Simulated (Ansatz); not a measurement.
Two isomers of CH8O4Si2: A = `CO[SiH2]O[SiH](O)O`, B = `C[SiH](O)O[SiH](O)O`.

Calculated with Ansatz (gas phase, PBE0-D4/def2-TZVP geometries, no zero-point term in ΔE). CCSD(T)/CBS is the MP2 limit (def2-TZVPP, def2-QZVPP) plus CCSD(T) − MP2 in def2-TZVPP, frozen cores. DFT in def2-TZVPP. B3LYP here is the variant with VWN-RPA as its local correlation; programs differ in this. Each species was taken in one conformer, which may not be the lowest.

A:

```xyz
15

C    -1.112    2.270   -0.598
O    -0.518    1.044   -0.223
Si    0.728    0.357   -1.062
O     1.143   -0.970   -0.233
Si    0.751   -1.750    1.160
O     0.618   -3.354    0.927
O    -0.665   -1.141    1.698
H    -1.619    2.186   -1.564
H    -0.367    3.071   -0.657
H    -1.849    2.539    0.159
H     0.278   -0.007   -2.429
H     1.860    1.314   -1.133
H     1.859   -1.581    2.113
H    -0.195   -3.682    0.539
H    -0.911   -0.296    1.301
```

B:

```xyz
15

C     0.7563   -1.5863    2.0398
Si    0.8659   -0.7138    0.4165
O     0.5365   -1.7860   -0.7775
O    -0.2393    0.5146    0.3689
Si   -1.0711    1.3049   -0.7692
O    -0.8922    0.4464   -2.1596
O    -0.4935    2.7987   -1.0970
H     1.4763   -2.4074    2.0809
H    -0.2439   -2.0004    2.1874
H     0.9737   -0.9009    2.8625
H     2.2039   -0.0950    0.2214
H     0.2137   -1.3939   -1.5958
H    -2.4806    1.3893   -0.3367
H    -0.9649    0.9322   -2.9826
H    -0.6407    3.4975   -0.4589
```

Q: Which is lower in electronic energy at CCSD(T)/CBS, and by how much? (Estimate.)

A: Ansatz gave: B, by 110.6 kJ/mol.

Q: Give E(B) − E(A) in kJ/mol with r2SCAN-D4, B2PLYP, CCSD/def2-TZVPP, MP2/def2-TZVPP, CCSD(T)/def2-TZVPP, B3LYP-D4, ωB97M-V. (Estimate.)

A: The calculation gave: r2SCAN-D4 -112.8, B2PLYP -105.8, CCSD/def2-TZVPP -107.0, MP2/def2-TZVPP -113.7, CCSD(T)/def2-TZVPP -107.8, B3LYP-D4 -103.4, ωB97M-V -110.7. None reverses the order clearly.

Largest T1 diagnostic: 0.012.

In def2-TZVPP, CCSD(T) changes the Hartree–Fock value by −12.6 kJ/mol (the triples alone add −0.7 kJ/mol) and MP2 by −18.5 kJ/mol.
